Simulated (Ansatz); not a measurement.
Start from `C=CN(C)[SiH2]Cl` and change one atom or group to get `C=CN([SiH2]Cl)[SiH2]Cl`.

Ansatz, PBE0-D4/def2-TZVP geometries, multiplicity 1. Each molecule was computed in one conformer, which needn't be the lowest.

```tsv
property	`C=CN(C)[SiH2]Cl`
size of the dipole moment (ωB97M-V/def2-TZVPP) / D	1.38
size of the dipole moment (PBE/def2-TZVPP) / D	1.36
LUMO energy (PBE/def2-TZVPP) / eV	-0.55
LUMO energy (ωB97M-V/def2-TZVPP) / eV	2.21
HOMO energy (B3LYP/def2-TZVPP) / eV	-6.15
LUMO energy (B3LYP/def2-TZVPP) / eV	0.18
```

(1) What does the change do to each property? (Estimate.)

Results:

(1) Ansatz gave: 
| property | `C=CN([SiH2]Cl)[SiH2]Cl` | shift |
| --- | --- | --- |
| size of the dipole moment (ωB97M-V/def2-TZVPP) / D | 0.49 | -0.89 |
| size of the dipole moment (PBE/def2-TZVPP) / D | 0.46 | -0.90 |
| LUMO energy (PBE/def2-TZVPP) / eV | -1.18 | -0.63 |
| LUMO energy (ωB97M-V/def2-TZVPP) / eV | 1.63 | -0.58 |
| HOMO energy (B3LYP/def2-TZVPP) / eV | -6.75 | -0.60 |
| LUMO energy (B3LYP/def2-TZVPP) / eV | -0.45 | -0.63 |

Dipoles are sizes alone; their direction can turn.

B3LYP here is the variant with VWN-RPA as its local correlation; programs differ in this.
